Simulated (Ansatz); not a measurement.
Start from `C[SiH](F)I` and change one atom or group to get `C[SiH](F)[InH2]`.

Ansatz, PBE0-D4/def2-TZVP geometries, multiplicity 1. 

Elements past krypton have def2 core potentials.  Spin–orbit coupling is left out; it splits and shifts lone-pair levels of the heavy atoms by tenths of an eV.

```csv
property,`C[SiH](F)I`
"ideal-gas entropy at 298 K and 1 bar (rigid rotor, harmonic PBE0-D4/def2-TZVP) / J/(mol·K)",338
LUMO energy (ωB97M-V/def2-TZVPP) / eV,1.68
HOMO energy (PBE0/def2-TZVPP) / eV,-7.75
HOMO energy (ωB97M-V/def2-TZVPP) / eV,-9.88
HOMO–LUMO gap (PBE0/def2-TZVPP) / eV,7.59
LUMO energy (PBE0/def2-TZVPP) / eV,-0.16
```

(1) What does the change do to each property? (Best estimate.)

## Answers

(1) The calculation gave: 
| property | `C[SiH](F)[InH2]` | shift |
| --- | --- | --- |
| ideal-gas entropy at 298 K and 1 bar (rigid rotor, harmonic PBE0-D4/def2-TZVP) / J/(mol·K) | 375 | 37 |
| LUMO energy (ωB97M-V/def2-TZVPP) / eV | -0.64 | -2.32 |
| HOMO energy (PBE0/def2-TZVPP) / eV | -7.13 | 0.62 |
| HOMO energy (ωB97M-V/def2-TZVPP) / eV | -9.14 | 0.74 |
| HOMO–LUMO gap (PBE0/def2-TZVPP) / eV | 4.96 | -2.63 |
| LUMO energy (PBE0/def2-TZVPP) / eV | -2.17 | -2.01 |

With PBE0 the HOMO rises by 0.62 eV and the LUMO falls by 2.01 eV, so the gap narrows by about 2.63 eV. PBE moves the HOMO by 0.53 eV and ωB97M-V by 0.74 eV. The zero-point energy changes by 27.7 kJ/mol with +6 modes.

Positive LUMOs are unbound, so they and the gaps depend on the basis.
